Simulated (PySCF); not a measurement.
ClIn, charge +1, multiplicity 2. Atoms are numbered in the order given.

```xyz
2

In     0.0000     0.0000    -0.6042
Cl     0.0000     0.0000     1.7415
```
Charge +1, spin multiplicity 2.

The structure is a stationary point at B3LYP-D3(BJ)/def2-TZVP. The spin state was assumed, not searched. The def2 effective core potentials stand for the cores of In; spin–orbit coupling is left out.

All values below come from PBE/def2-TZVPD (PySCF).

Gas-phase values at a fixed geometry.

Computed frontier levels, dipole moment and polarisability:
```
Item                                                               Result
------------------------------------------------  -----------------------
α spin, highest occupied and lowest empty level       -13.57 and -8.61 eV
β spin, highest occupied and lowest empty level      -13.59 and -12.60 eV
dipole moment about the centre of nuclear charge                   2.85 D
mean static polarisability                           42.7 bohr³ (6.33 Å³)
polarisability, principal values                   33.3, 33.3, 61.5 bohr³
⟨S²⟩                                              0.753 (pure state 0.75)
```
